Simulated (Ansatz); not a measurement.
Species: AlH₂, charge 1, singlet. AlH2+ (SMILES [AlH2+]).
B3LYP-D3(BJ)/def2-TZVP minimum from Ansatz (an electronic-structure program):
```
Al
H 1 1.5491
H 1 1.5491 2 180.00
```
Charge +1, spin multiplicity 1.

Hartree-Fock and CCSD correlation energies in hartree (Ansatz). Radicals and triplets start from unrestricted determinants; spin-orbit coupling is neglected. Correlated methods leave the cores frozen. No relativity. The spin of H2Al+ ([AlH2+], singlet) was assumed, and the state is the lowest solution found for it.

| basis | X | E(HF) | E(corr, CCSD) |
|---|---|---|---|
| cc-pV(T+d)Z | 3 | -242.78986 | -0.07778 |
| cc-pV(Q+d)Z | 4 | -242.79188 | -0.08064 |
| cc-pV(5+d)Z | 5 | -242.79243 | withheld |

Problem. Fit E(corr) = E∞ + A/X³ to X = 3 and 4, predict X = 5, and compare with the run.

Solution. A = (-0.07778 - (-0.08064))/(1/27 - 1/64) = 0.1336; E∞ = -0.08064 - A/64 = -0.08273; at X = 5, E∞ + A/125 = -0.08166. The run gave -0.08139, 0.27 mEh above the prediction. The same form on X = 4 and 5 gives E∞ = -0.08218, 0.55 mEh above the first estimate.
